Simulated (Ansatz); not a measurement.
Start from `[F][Sn]([F])([SH])[SH]` and change one element to get `[F][Ge]([F])([SH])[SH]`.

Ansatz, PBE0-D4/def2-TZVP geometries, multiplicity 1. Each molecule was computed in one conformer, which needn't be the lowest.

Elements past krypton have def2 core potentials. Scalar relativity is left out up to krypton.

```
                                        property  `[F][Sn]([F])([SH])[SH]`
size of the dipole moment (B3LYP/def2-TZVPP) / D                      3.02
           HOMO–LUMO gap (B3LYP/def2-TZVPP) / eV                      5.46
            HOMO–LUMO gap (PBE0/def2-TZVPP) / eV                      6.03
         HOMO–LUMO gap (ωB97M-V/def2-TZVPP) / eV                     10.24
               LUMO energy (PBE/def2-TZVPP) / eV                     -3.37
  zero-point energy (PBE0-D4/def2-TZVP) / kJ/mol                      58.9
```

Question: Give the same properties after the change, and the shifts. (An estimate is asked.)

Answer: Ansatz gave: 
```json
{"property": "size of the dipole moment (B3LYP/def2-TZVPP) / D", "`[F][Ge]([F])([SH])[SH]`": "2.38", "shift": "-0.64"}
{"property": "HOMO–LUMO gap (B3LYP/def2-TZVPP) / eV", "`[F][Ge]([F])([SH])[SH]`": "6.57", "shift": "1.11"}
{"property": "HOMO–LUMO gap (PBE0/def2-TZVPP) / eV", "`[F][Ge]([F])([SH])[SH]`": "7.15", "shift": "1.12"}
{"property": "HOMO–LUMO gap (ωB97M-V/def2-TZVPP) / eV", "`[F][Ge]([F])([SH])[SH]`": "11.41", "shift": "1.17"}
{"property": "LUMO energy (PBE/def2-TZVPP) / eV", "`[F][Ge]([F])([SH])[SH]`": "-2.28", "shift": "1.09"}
{"property": "zero-point energy (PBE0-D4/def2-TZVP) / kJ/mol", "`[F][Ge]([F])([SH])[SH]`": "62.8", "shift": "3.9"}
```

With PBE0 the HOMO rises by 0.06 eV and the LUMO rises by 1.18 eV, so the gap widens by about 1.12 eV. PBE moves the HOMO by 0.06 eV and ωB97M-V by 0.05 eV. Dipoles are sizes alone; their direction can turn.

B3LYP here is the variant with VWN-RPA as its local correlation; programs differ in this.
